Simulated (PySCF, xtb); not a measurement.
C4H7O2, SMILES C[CH]OC(C)=O, multiplicity 2. One conformer was computed; it need not be the lowest.

Harmonic wavenumbers (cm⁻¹) from GFN2-xTB (xtb) at its own minimum, in rising order: 23, 59, 98, 174, 185, 370, 408, 466, 549, 625, 875, 965, 997, 1001, 1009, 1134, 1157, 1188, 1319, 1371, 1390, 1443, 1444, 1452, 1467, 1733, 2933, 2968, 3011, 3049, 3053, 3065, 3109.

**Question.** What does PBE-D3(BJ)/def2-SVP (PySCF 2.14.0) give at its own minimum? (An estimate is asked for; the answer gives what the named calculation found.)

**Answer.** 42, 79, 120, 181, 204, 371, 401, 431, 570, 633, 829, 944, 954, 978, 993, 1112, 1165, 1186, 1306, 1324, 1370, 1386, 1391, 1397, 1404, 1792, 2892, 2985, 2989, 3073, 3074, 3120, 3153. Paired by order, the mean absolute difference is 28 cm⁻¹ and the zero-point energies are 63.0 and 62.7 kcal/mol.
